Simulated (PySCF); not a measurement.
Molecule: `C=CC(=C)O[SiH3]`, C4H8OSi.

Molfile (atoms numbered from 1):
```
C4H8OSi
     RDKit          3D

 14 13  0  0  0  0  0  0  0  0999 V2000
    2.2504    1.0481   -0.1566 C   0  0  0  0  0  0  0  0  0  0  0  0
    1.7072   -0.1431    0.1149 C   0  0  0  0  0  0  0  0  0  0  0  0
    0.2756   -0.4314    0.0193 C   0  0  0  0  0  0  0  0  0  0  0  0
   -0.2333   -1.6459    0.2994 C   0  0  0  0  0  0  0  0  0  0  0  0
   -0.4714    0.6281   -0.3716 O   0  0  0  0  0  0  0  0  0  0  0  0
   -2.1333    0.6645   -0.6152 Si  0  0  0  0  0  4  0  0  0  0  0  0
    1.6230    1.8849   -0.4723 H   0  0  0  0  0  0  0  0  0  0  0  0
    3.3265    1.2130   -0.0698 H   0  0  0  0  0  0  0  0  0  0  0  0
    2.3341   -0.9818    0.4314 H   0  0  0  0  0  0  0  0  0  0  0  0
   -1.3007   -1.8685    0.2313 H   0  0  0  0  0  0  0  0  0  0  0  0
    0.4307   -2.4530    0.6085 H   0  0  0  0  0  0  0  0  0  0  0  0
   -2.8553    0.3490    0.6526 H   0  0  0  0  0  0  0  0  0  0  0  0
   -2.4270    2.0533   -1.0540 H   0  0  0  0  0  0  0  0  0  0  0  0
   -2.5278   -0.3182   -1.6672 H   0  0  0  0  0  0  0  0  0  0  0  0
  1  2  2  0
  2  3  1  0
  3  4  2  0
  3  5  1  0
  5  6  1  0
  1  7  1  0
  1  8  1  0
  2  9  1  0
  4 10  1  0
  4 11  1  0
  6 12  1  0
  6 13  1  0
  6 14  1  0
M  END
```

Geometry PBE0-D3(BJ)/def2-SVP throughout; GIAO in PySCF, gas phase, one conformer, non-relativistic; equivalent atoms averaged; basis pcSseg-1.

For orientation, mPW1PW91 gives these absolute shieldings σ: C3 19.0, C2 42.8, C1 59.3, C4 87.6, Si6 386.7, H7 25.32, H9 25.18, H12/H13/H14 26.44, H11 26.96 ppm.

A run gave: C3 27.1, C2 52.3, C1 70.6, C4 95.9, Si6 396.6, H7 25.48, H9 25.28, H12/H13/H14 26.14, H11 27.04 ppm (absolute shieldings σ).

Q: Which functional was used in that run?
A. LC-wPBE
B. B97-D
C. HF
D. KT2

A: D. C1 tells them apart best: KT2 gives 70.6, LC-wPBE gives 58.1, B97-D gives 62.5, HF gives 63.5 ppm.
